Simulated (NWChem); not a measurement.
# Br, doublet

Program: NWChem. Spin-unrestricted. The open p shell is one determinant without spherical averaging. No stability test was run on the SCF state.

Problem. Taking TPSS/def2-QZVP as the yardstick, which of these has the fewest basis functions while keeping “highest occupied level (eV)” within 0.2 eV of it: TPSS/def2-TZVPP; TPSS/def2-TZVP; TPSS/def2-SVPD; TPSS/def2-SVP?

Solution. TPSS/def2-SVPD.
```tsv
level	basis functions	highest occupied level (eV)
TPSS/def2-SVP	32	-7.32
TPSS/def2-SVPD	41	-7.60
TPSS/def2-TZVP	48	-7.56
TPSS/def2-TZVPP	48	-7.56
TPSS/def2-QZVP	75	-7.58
```

The yardstick is one finite set, not the basis-set limit.
